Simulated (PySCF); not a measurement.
Ga(Cl)(OH)2 (ClGaH2O2), SMILES [OH][Ga]([OH])[Cl]. Atoms are numbered in the order given.

```xyz
6

Ga    -0.0021     0.3030     0.0000
Cl    -0.0486    -1.8401     0.0000
O     -1.5384     1.1905     0.0000
H     -1.4129     2.1496     0.0000
O      1.5368     1.1983     0.0000
H      2.3179     0.6290     0.0000
```

The structure is a stationary point at B3LYP-D3(BJ)/def2-SVP. One conformer was computed; it need not be the lowest.

Method: PBE0/pcSseg-1 run with PySCF.

GIAO shieldings, no solvent; atoms listed in one row are averaged. δ = σ(ref) − σ: ³⁵Cl against HCl (σ = 945.9 ppm); ¹⁷O against H2O (σ = 334.2 ppm); ¹H against TMS (σ = 31.56 ppm), references at their B3LYP-D3(BJ)/def2-TZVP geometries, non-relativistic (without spin–orbit terms, shifts of atoms bonded to Cl or Br come out too high).

Computed chemical shifts:
```csv
nucleus,atoms,count,δ (ppm)
³⁵Cl,Cl2,1,-17.7
¹⁷O,O5,1,67.7
¹⁷O,O3,1,48.2
¹H,H6,1,2.61
¹H,H4,1,2.44
```
